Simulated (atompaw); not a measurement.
# An all-electron radial function and its pseudo partner (Cu (Z = 29))

Columns: radius, all-electron u(r) and pseudo u(r) of the 4p shell (level -15.35 eV) of copper in the configuration [Ar] 3d9 4s0 4p0; PBE, scalar-relativistic, PAW (atompaw) scheme, atompaw 4.2.0.5.

```csv
r (bohr),all-electron,pseudo
0.106,0.1625,0.0047
0.212,0.0740,0.0186
0.317,-0.1102,0.0409
0.423,-0.2389,0.0714
0.529,-0.2810,0.1089
0.635,-0.2542,0.1521
0.740,-0.1854,0.1992
0.846,-0.0937,0.2497
0.952,0.0064,0.3016
1.058,0.1064,0.3535
1.163,0.2004,0.4035
1.269,0.2875,0.4514
1.375,0.3652,0.4957
1.481,0.4330,0.5355
1.587,0.4909,0.5703
1.692,0.5388,0.5994
1.798,0.5782,0.6233
1.904,0.6091,0.6417
2.010,0.6321,0.6549
2.115,0.6481,0.6631
2.221,0.6578,0.6670
2.327,0.6619,0.6668
2.433,0.6609,0.6632
2.538,0.6557,0.6564
2.644,0.6465,0.6466
2.750,0.6341,0.6341
```

(1) How many radial nodes do the two functions have?

(2) Is the pseudo-wave norm-conserving?

## Answers

(1) The all-electron 4p function has n − l − 1 = 2; the pseudo-wave has 0, since the states of the same l below it are removed with the core.

(2) No, it belongs to a PAW set: the norm inside the radius is not constrained, and the difference is carried by the augmentation charge.
